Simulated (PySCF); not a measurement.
Li(Me) cation (CH3Li), SMILES [Li][CH3] (connectivity only; charge and spin as stated), charge +1, multiplicity 2. Geometry optimised at ωB97X-D3(BJ)/def2-TZVPD. The spin state was assumed, not searched. The isomer is the one that the SMILES or the coordinates give; other isomers of the formula were not compared.

Method: PySCF with ωB97X-D3(BJ)/def2-TZVPD.

Harmonic wavenumbers (cm⁻¹): 232, 232, 310, 916, 1405, 1405, 3081, 3254, 3254. Rotational constants (GHz): 143.3, 18.87, 18.87; symmetry number 3.

### Question
Work out the zero-point energy and the ideal-gas rigid-rotor harmonic-oscillator thermochemistry at 298.15 K and 1 atm.

### Answer
ZPE = ½ Σ hcν = ½ × 14089 cm⁻¹ = 84.27 kJ/mol. H − E(el) = 98.12 kJ/mol. Entropy in J/(mol K): translation 147.28, rotation 71.96, vibration 21.98, spin 5.76, total 246.99. G − E(el) = 24.48 kJ/mol. Cp = 58.05 J/(mol K).
